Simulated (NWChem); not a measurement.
## Atomisation of selenium hexafluoride (F6Se)

```xyz
7

F      0.0000    -1.7352     0.0000
Se     0.0000     0.0000     0.0000
F      1.7352     0.0000     0.0000
F      0.0000     0.0000     1.7352
F     -1.7352     0.0000     0.0000
F      0.0000     0.0000    -1.7352
F      0.0000     1.7352     0.0000
```
Charge 0, spin multiplicity 1.

All runs are NWChem calculations. The geometry was optimised at PBE/def2-SVP, held to D2h symmetry and with no frequency check, so it may be a saddle point.

Basis set: def2-SVP. The atomisation energy is electronic alone: no zero-point, thermal, spin-orbit or counterpoise terms. No value is extrapolated to the basis-set limit. Free atoms are single determinants with multiplicities F 2, Se 3.

The Hamiltonian is non-relativistic. B3LYP has NWChem's definition, with VWN1-RPA local correlation. No SCF solution was tested for a lower state. Open-shell Hartree-Fock references start from PBE0 orbitals.

Question: Order these methods by the atomisation energy they give, lowest first: HF, PBE, BP86, B3LYP.

Answer: HF (173.4 kcal/mol), B3LYP (429.7 kcal/mol), BP86 (478.5 kcal/mol), PBE (488.8 kcal/mol)
